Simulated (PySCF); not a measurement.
## Electron correlation in V+ (vanadium, charge +1)

[Ar] 3d3 4s1, high-spin 5F determinant (an excited configuration). Calculation: PySCF 2.14, in ANO-RCC-VTZP; the spin-free X2C one-electron Hamiltonian (Gaussian nucleus). Frozen: [Ne]; 12 electrons correlated.

```json
{"level": "CCSD", "correlation energy (mhartree)": "-353.21"}
{"level": "(T)", "correlation energy (mhartree)": "-7.29"}
{"level": "CCSD(T)", "correlation energy (mhartree)": "-360.50"}
```

Diagnostics: T1 = 0.0081, D1 = 0.0268, largest double amplitude 0.023.

Cost of the coupled-cluster step: about 8 core-seconds, for 12 correlated electrons.

Iterations:

```
CC2 = 0
CCSD nocc = (np.int64(8), np.int64(4)), nmo = (54, 54)
frozen orbitals [[0, 1, 2, 3, 4], [0, 1, 2, 3, 4]]
max_cycle = 100
direct = 0
conv_tol = 1e-08
conv_tol_normt = 1e-06
diis_space = 8
diis_start_cycle = 0
Init t2, MP2 energy = -0.33319533722668
Init E_corr(UCCSD) = -0.333195337229788
cycle = 1  E_corr(UCCSD) = -0.347700529661765  dE = -0.0145051924  norm(t1,t2) = 0.037275
cycle = 2  E_corr(UCCSD) = -0.352108415407932  dE = -0.00440788575  norm(t1,t2) = 0.00976529
cycle = 3  E_corr(UCCSD) = -0.353153747073096  dE = -0.00104533167  norm(t1,t2) = 0.00431645
cycle = 4  E_corr(UCCSD) = -0.353269365480733  dE = -0.000115618408  norm(t1,t2) = 0.000865402
cycle = 5  E_corr(UCCSD) = -0.353205472523249  dE = 6.38929575e-05  norm(t1,t2) = 0.000323855
cycle = 6  E_corr(UCCSD) = -0.353210654414993  dE = -5.18189174e-06  norm(t1,t2) = 8.27715e-05
cycle = 7  E_corr(UCCSD) = -0.353213558772082  dE = -2.90435709e-06  norm(t1,t2) = 2.32029e-05
cycle = 8  E_corr(UCCSD) = -0.353213052159829  dE = 5.06612253e-07  norm(t1,t2) = 5.90889e-06
cycle = 9  E_corr(UCCSD) = -0.353213065298405  dE = -1.31385761e-08  norm(t1,t2) = 1.3602e-06
cycle = 10  E_corr(UCCSD) = -0.353213080678932  dE = -1.53805267e-08  norm(t1,t2) = 3.92928e-07
cycle = 11  E_corr(UCCSD) = -0.353213071814762  dE = 8.86416912e-09  norm(t1,t2) = 1.24505e-07
UCCSD converged
E(UCCSD) = -948.2840797635542  E_corr = -0.3532130718147624
UCCSD(T) correction = -0.00728658203155017
```
